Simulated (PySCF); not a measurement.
A ladder of Hamiltonians for Sc¹⁹⁺ (scandium, charge +19)

Occupied: 1s1/2. Hartree-Fock calculated with PySCF 2.14 in an uncontracted even-tempered set (16 s from 1.5 bohr⁻², ratio 2.7; 11 p from 1.8 bohr⁻², ratio 2.7), Gaussian nucleus throughout. NR is non-relativistic, sf-X2C the spin-free one-electron X2C Hamiltonian, X2C adds the bare one-electron spin-orbit term, X2C-SNSO screens it by Boettger's factors, DC is four-component Dirac-Coulomb, and the Gaunt and Breit terms are added at first order (total energies over the DC spinors, levels after relaxing the spinors in that mean field). QED terms are absent. Levels marked empty are virtual spinors of this ion.

| Hamiltonian | E (hartree) | E − E(DC) (hartree) | CPU seconds |
| --- | --- | --- | --- |
| NR | -427.9823 | 2.5067 | 0.13 |
| sf-X2C | -430.4304 | 0.0587 | 0.07 |
| X2C | -430.4304 | 0.0587 | 0.09 |
| X2C-SNSO | -430.4304 | 0.0587 | 0.08 |
| DC | -430.4890 | 0.0000 | 1.2 |
| DC+Gaunt | -430.3704 | 0.1186 | 2.2 |
| DC+Breit | -430.3704 | 0.1186 | 20 |

Problem. Give the 2p spin-orbit interval with each Hamiltonian that has one.

Solution. X2C 7.109; X2C-SNSO 6.769; DC 6.550; DC+Gaunt 6.254; DC+Breit 6.254 (eV).

| level (eV) | NR | sf-X2C | X2C | X2C-SNSO | DC | DC+Gaunt | DC+Breit |
| --- | --- | --- | --- | --- | --- | --- | --- |
| 1s1/2 | -5647.4 | -5678.5 | -5678.5 | -5678.5 | -5680.0 | -5676.9 | -5676.9 |
| 2s1/2 (empty) | -1279.3 | -1288.0 | -1288.0 | -1288.0 | -1288.2 | -1287.9 | -1287.9 |
| 2p1/2 (empty) | -1242.1 | -1245.6 | -1250.4 | -1250.1 | -1250.0 | -1249.4 | -1249.5 |
| 2p3/2 (empty) | -1242.1 | -1245.6 | -1243.3 | -1243.4 | -1243.5 | -1243.1 | -1243.2 |
| 3s1/2 (empty) | -558.53 | -561.57 | -561.57 | -561.57 | -561.61 | -561.52 | -561.53 |

Weight of the small component: 1s1/2 0.00573, 2s1/2 0.00127, 2p1/2 0.00125, 2p3/2 0.00125, 3s1/2 0.000552.

Koopmans' value for the highest occupied level at DC+Breit: 5676.9 eV, against an ionisation energy of 5674.9 eV (theoretical estimate listed by NIST; NIST Atomic Spectra Database, ionization energies); the former lacks relaxation, correlation, QED and recoil.

The whole ladder took 24 s of wall time on 1 thread of AMD EPYC 9R14 (shared host), launched as `OMP_NUM_THREADS=1 python relrun2.py TASK.json OUT` (a driver that calls PySCF for each Hamiltonian).
